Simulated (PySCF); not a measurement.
Dissociation curve of KF, singlet.

Calculation: CCSD(T) on UHF/def2-SVP, 6 core orbitals frozen (PySCF).

**Question.** Relative to R = 2.15 Å, what are the energies at R = 1.64, 1.75, 2.25, 3.95 Å?

**Answer.** 3.735 eV at 1.64 Å, 1.924 eV at 1.75 Å, 0.031 eV at 2.25 Å, 2.827 eV at 3.95 Å.

The unrestricted determinant behind UCCSD(T) is spin-contaminated at 4.34 to 8.73 Å (<S²> up to 1.0, against 0.00 for a pure singlet).
